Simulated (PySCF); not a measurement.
This PySCF input asks for the NMR shieldings of SMILES C=C[SiH2]O[SiH3], C$_{2}$H$_{8}$OSi$_{2}$; the geometry comes from GFN2-xTB.

```python
import basis_set_exchange as bse
import numpy as np
from pyscf import gto, dft
from pyscf.prop import nmr

atoms = """
C    -2.004530    0.649522    0.465720
C    -1.790744   -0.417355   -0.288410
Si   -0.101107   -1.163097   -0.652024
O     1.049469   -0.312006    0.106054
Si    2.148961    0.691015    0.733057
H    -2.990366    1.049526    0.653108
H    -1.186459    1.173541    0.934027
H    -2.645302   -0.911364   -0.736602
H     0.000362   -2.521393   -0.114487
H     0.196957   -1.098976   -2.085132
H     3.074964    1.047884   -0.340239
H     1.438873    1.866261    1.238122
H     2.804533   -0.053069    1.806166
"""
names = dict.fromkeys(["C", "Si", "O", "H"], "pcSseg-1")
basis = {el: gto.basis.parse(bse.get_basis(n, elements=[el], fmt="nwchem")) for el, n in names.items()}
mol = gto.M(atom=atoms, basis=basis, charge=0, verbose=0)
mf = dft.RKS(mol, xc="PBE0")
mf.grids.level = 2
mf.grids.alignment = dft.numint.BLKSIZE   # the property module wants whole blocks of grid points
mf.conv_tol = 1e-9
mf.kernel()

calc = nmr.RKS(mf)   # GIAO
C = mf.mo_coeff
Co = C[:, mf.mo_occ > 0]
resp = mf.gen_response(singlet=True, hermi=2)
def vind(x):   # induced exchange potential for any number of trial vectors
    d = np.einsum("pi,xij,qj->xpq", C, 2 * x.reshape(-1, C.shape[1], Co.shape[1]), Co, optimize=True)
    return np.einsum("xpq,pi,qj->xij", resp(d - d.transpose(0, 2, 1)), C, Co, optimize=True).ravel()
mo1, _ = nmr.rhf.solve_mo1(calc, with_cphf=vind)
sigma = calc.kernel(mo1)
for i, s in enumerate(sigma):   # ppm
    w = np.linalg.eigvalsh((s + s.T) / 2)
    print("%2d %-2s iso %8.1f  s11 %8.1f  s22 %8.1f  s33 %8.1f" % (i, mol.atom_pure_symbol(i), w.mean(), *w))
```

**Question.** What are the results?

**Answer.** 
```
 0 C  iso     44.7  s11    -82.7  s22     44.0  s33    172.9
 1 C  iso     43.7  s11    -70.0  s22     36.0  s33    165.0
 2 Si iso    384.7  s11    342.9  s22    369.0  s33    442.1
 3 O  iso    336.0  s11    247.7  s22    370.6  s33    389.8
 4 Si iso    391.5  s11    353.1  s22    357.5  s33    463.7
 5 H  iso     25.1  s11     22.4  s22     24.8  s33     28.2
 6 H  iso     25.3  s11     22.8  s22     24.1  s33     29.1
 7 H  iso     25.5  s11     23.8  s22     25.7  s33     27.0
 8 H  iso     26.4  s11     22.9  s22     25.0  s33     31.3
 9 H  iso     26.4  s11     22.9  s22     25.0  s33     31.2
10 H  iso     26.5  s11     23.2  s22     24.8  s33     31.4
11 H  iso     26.4  s11     22.5  s22     25.6  s33     31.0
12 H  iso     26.5  s11     23.1  s22     24.8  s33     31.5
```

These numbers come from an equivalent density-fitted implementation of the same equations, which agrees with the script to about 0.01 ppm for H and up to a few tenths of a ppm for heavy atoms, so last digits may differ.

Size and cost of the density-fitted run: 139 basis functions, 12 s wall time on 1 thread of an Intel Xeon 6975P-C, shared host; peak memory 0.68 GiB.
